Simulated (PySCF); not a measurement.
C₂H₄N, SMILES [CH]=NC, multiplicity 2.

Geometry: B3LYP-D3(BJ)/def2-TZVP. The isomer is the one that the SMILES or the coordinates give; other isomers of the formula were not compared.

The numbers are results of B3LYP-D3(BJ)/def2-TZVP in PySCF, not measurements.

Frequencies are harmonic and unscaled.

```json
[
 {"mode": "1", "ν (cm⁻¹)": "170", "IR (km/mol)": "10.2", "moving atoms (share of kinetic energy)": "H 76 %, N 18 %"},
 {"mode": "2", "ν (cm⁻¹)": "340", "IR (km/mol)": "10.1", "moving atoms (share of kinetic energy)": "N 37 %, C 33 %, H 30 %"},
 {"mode": "3", "ν (cm⁻¹)": "704", "IR (km/mol)": "19.7", "moving atoms (share of kinetic energy)": "H 69 %, C 22 %, N 9 %"},
 {"mode": "4", "ν (cm⁻¹)": "901", "IR (km/mol)": "22.9", "moving atoms (share of kinetic energy)": "C 52 %, N 33 %, H 15 %"},
 {"mode": "5", "ν (cm⁻¹)": "982", "IR (km/mol)": "97.3", "moving atoms (share of kinetic energy)": "H 70 %, C 26 %"},
 {"mode": "6", "ν (cm⁻¹)": "1114", "IR (km/mol)": "12.5", "moving atoms (share of kinetic energy)": "H 76 %, C 19 %"},
 {"mode": "7", "ν (cm⁻¹)": "1121", "IR (km/mol)": "0.0", "moving atoms (share of kinetic energy)": "H 73 %, C 19 %, N 8 %"},
 {"mode": "8", "ν (cm⁻¹)": "1428", "IR (km/mol)": "5.0", "moving atoms (share of kinetic energy)": "H 86 %, C 14 %"},
 {"mode": "9", "ν (cm⁻¹)": "1481", "IR (km/mol)": "5.8", "moving atoms (share of kinetic energy)": "H 96 %"},
 {"mode": "10", "ν (cm⁻¹)": "1491", "IR (km/mol)": "19.3", "moving atoms (share of kinetic energy)": "H 96 %"},
 {"mode": "11", "ν (cm⁻¹)": "1919", "IR (km/mol)": "41.2", "moving atoms (share of kinetic energy)": "N 49 %, C 46 %"},
 {"mode": "12", "ν (cm⁻¹)": "2920", "IR (km/mol)": "57.2", "moving atoms (share of kinetic energy)": "H 91 %, C 9 %"},
 {"mode": "13", "ν (cm⁻¹)": "3006", "IR (km/mol)": "51.4", "moving atoms (share of kinetic energy)": "H 96 %"},
 {"mode": "14", "ν (cm⁻¹)": "3093", "IR (km/mol)": "19.7", "moving atoms (share of kinetic energy)": "H 92 %, C 8 %"},
 {"mode": "15", "ν (cm⁻¹)": "3112", "IR (km/mol)": "11.3", "moving atoms (share of kinetic energy)": "H 91 %, C 9 %"}
]
```
